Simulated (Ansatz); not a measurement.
Basis-set extrapolation for `[CH3][Al-]([OH2+])([Cl])[Cl]` (PBE0-D4/def2-TZVP geometry, frozen core, Ansatz). Multiplicity 1, RHF reference.

```
                       def2-TZVPP    def2-QZVPP
                 HF  -1276.844033  -1276.882216
    MP2 correlation     -0.892264     -0.971347
CCSD(T) correlation     -0.981618       not run
```

Energies in hartree. Use E(X) = E(∞) + A·exp(−7.88·√X) for Hartree–Fock and E(X) = E(∞) + B·X^(−2.97) for correlation, with X = 3 and 4, and add CCSD(T) minus MP2 of the smaller set to the MP2 limit.

Question: What is the CCSD(T) energy at the basis-set limit?

Answer: HF limit: -1276.882216 + (-0.038183) × 0.13774 = -1276.88748. MP2 limit: -0.971347 + (-0.079083) × 0.74074 = -1.02993. Higher-order term: -0.981618 − (-0.892264) = -0.08935. Total: -1278.00676 hartree, 113.6 kcal/mol below CCSD(T)/def2-TZVPP.
